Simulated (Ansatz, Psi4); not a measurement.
The Psi4 input:
```
memory 2 GB

molecule mol {
0 3
  Te   -0.012130    0.007173    0.048294
  F    -0.147243    1.813877    1.048779
  F     0.214412   -1.520239   -1.226915
  F    -0.480091   -1.442913    1.448890
  F     0.483005    1.107832   -1.549785
}

set basis sto-3g
set reference uks
set scf_type pk
set puream true
set d_convergence 1e-8
set dft_radial_points 99
set dft_spherical_points 590

energy('cam-b3lyp')
print_variables()
```

Convert this to an input for Ansatz (a quantum-chemistry and plane-wave program).

This is not unique; one that fits is 
Ansatz 0.2 input:
```yaml
crystal:
  periodic: [false, false, false]
  atoms:
    - {symbol: Te, position_ang: [-0.01212984, 0.00717280, 0.04829380]}
    - {symbol: F, position_ang: [-0.14724257, 1.81387706, 1.04877868]}
    - {symbol: F, position_ang: [0.21441232, -1.52023906, -1.22691457]}
    - {symbol: F, position_ang: [-0.48009114, -1.44291290, 1.44888990]}
    - {symbol: F, position_ang: [0.48300493, 1.10783207, -1.54978487]}
basis:
  gaussian:
    orbitals: STO-3G
hamiltonian:
  xc: cam_b3lyp
magnetization: {spin_polarized: true, initial_magnetization: 2}
accuracy: high
```

Both were run: Psi4 gave -6942.574670 Eh and Ansatz -6942.574693 Eh, 0.023 mEh apart.
